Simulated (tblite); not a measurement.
Calculated harmonic vibrations of the isolated species, GFN2-xTB (tblite), most abundant isotopes, no scaling. Against measured fundamentals such values can be off by several per cent, at times by over 20. Modes of hydrogen on silicon can be 10 to 20 % off. One conformer each. Thermal functions are those of the rigid rotor and harmonic oscillator, without mixing of conformers.

Question: Order these by their zero-point energy, highest first (kcal/mol).
A. `C=C1[SiH2][C@@H]1C1CCC1`
B. `C1C[Si@H](C=O)O[Si@@H]1SC`
C. `ClC[C@@H](Cl)[C@H](Cl)[C@H]1C[SiH2]1`
D. `F[Si@@H]1[SiH2][SiH2][Si@H]1C1CCC1`
E. `CO[C@](C)(F)C(F)(F)F`

Answer: A (102.7), D (95.2), B (83.6), C (77.9), E (63.2).

| SMILES | atoms | mass (u) | symmetry number | modes under 300 cm⁻¹ | ZPE (kcal/mol) | S translation (cal/(mol K)) | S rotation | S vibration | S | Cp |
| --- | --- | --- | --- | --- | --- | --- | --- | --- | --- | --- |
| C=C1[SiH2][C@@H]1C1CCC1 | 20 | 124.07 | 1 | 6 | 102.7 | 43.0 | 30.6 | 46.8 | 120.4 | 58.1 |
| F[Si@@H]1[SiH2][SiH2][Si@H]1C1CCC1 | 22 | 192.01 | 1 | 10 | 95.2 | 44.3 | 32.7 | 76.0 | 152.9 | 74.6 |
| CS[Si@@H]1CC[Si@H](C=O)O1 | 19 | 177.99 | 1 | 11 | 83.6 | 44.0 | 32.4 | 68.0 | 144.3 | 63.7 |
| ClC[C@@H](Cl)[C@H](Cl)[C@H]1C[SiH2]1 | 18 | 201.95 | 1 | 9 | 77.9 | 44.4 | 33.0 | 58.7 | 136.1 | 60.7 |
| CO[C@](C)(F)C(F)(F)F | 15 | 146.04 | 1 | 7 | 63.2 | 43.4 | 30.2 | 45.2 | 118.9 | 50.6 |

Entropies and Cp are for 500 K and 1 bar.
